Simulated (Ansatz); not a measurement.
`B1BC1` and `BrB1BC1` differ in one atom or group.

Ansatz, PBE0-D4/def2-TZVP geometries, multiplicity 1. 

Scalar relativity is left out up to krypton.

| property | `B1BC1` |
| --- | --- |
| LUMO energy (B3LYP/def2-TZVPP) / eV | -0.91 |
| HOMO energy (PBE/def2-TZVPP) / eV | -6.26 |
| LUMO energy (PBE0/def2-TZVPP) / eV | -0.70 |
| ideal-gas entropy at 298 K and 1 bar (rigid rotor, harmonic PBE0-D4/def2-TZVP) / J/(mol·K) | 256 |
| HOMO energy (ωB97M-V/def2-TZVPP) / eV | -9.74 |
| size of the dipole moment (PBE/def2-TZVPP) / D | 2.13 |

Problem. Give the same properties after the change, and the shifts. (Estimate.)

Solution. Computed: 
```tsv
property	`BrB1BC1`	shift
LUMO energy (B3LYP/def2-TZVPP) / eV	-1.06	-0.15
HOMO energy (PBE/def2-TZVPP) / eV	-6.32	-0.06
LUMO energy (PBE0/def2-TZVPP) / eV	-0.88	-0.18
ideal-gas entropy at 298 K and 1 bar (rigid rotor, harmonic PBE0-D4/def2-TZVP) / J/(mol·K)	309	53
HOMO energy (ωB97M-V/def2-TZVPP) / eV	-9.75	-0.01
size of the dipole moment (PBE/def2-TZVPP) / D	1.94	-0.19
```

With PBE0 the HOMO falls by 0.06 eV and the LUMO falls by 0.18 eV, so the gap narrows by about 0.12 eV. PBE moves the HOMO by -0.06 eV and ωB97M-V by -0.01 eV. Dipoles are sizes alone; their direction can turn.

B3LYP here is the variant with VWN-RPA as its local correlation; programs differ in this.

Spin–orbit coupling is left out; it splits and shifts lone-pair levels of the heavy atoms by tenths of an eV.
